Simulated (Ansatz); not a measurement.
A geometry relaxed with PBE0-D3(BJ)/def2-TZVP run with Ansatz (an electronic-structure program), charge 0, multiplicity 2:

```xyz
3

H     -1.0768    -0.1729     0.0000
B     -0.0011     0.3389     0.0000
H      1.0779    -0.1660     0.0000
```

Task: Write the SMILES of this molecule.

Result: `[BH2]`
